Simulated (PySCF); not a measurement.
C₄H₇BFN, SMILES FCB1C=CCN1.

Geometry: PBE0-D3(BJ)/def2-SVP. The structure was generated by enumeration, and PubChem lists no compound with its InChIKey, so it may never have been made. The values are those of a single conformer.

Level of theory: PBE/def2-TZVP (PySCF).

Isolated molecule, no solvent.

Computed frontier levels, gap, dipole moment and polarisability:
| Property | Value |
|---|---|
| highest occupied level | -6.16 eV |
| lowest empty level | -1.46 eV |
| orbital gap | 4.69 eV |
| dipole moment | 1.96 D |
| quadrupole, principal values (traceless, Buckingham form, about the centre of nuclear charge) | -5.69, -2.42, 8.11 D·Å |
| mean static polarisability | 68.1 bohr³ (10.09 Å³) |
| polarisability, principal values | 49.0, 68.6, 86.6 bohr³ |
